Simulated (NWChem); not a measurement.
# NbNHCl2F; SMILES [NH]=[Nb]([F])([Cl])[Cl]

Program: NWChem. Geometry: optimised at PBE0/def2-SVP. def2 effective core potentials on Nb; no spin-orbit coupling. B3LYP is NWChem's, with the RPA form of VWN correlation. Field at 589 nm.

### Question
Predict the results for B3LYP/def2-SVP (core potentials). Quantities: isotropic polarisability (bohr³); anisotropy (bohr³).

### Answer
```json
{
 "isotropic polarisability (bohr³)": "62.0",
 "anisotropy (bohr³)": "19.3"
}
```
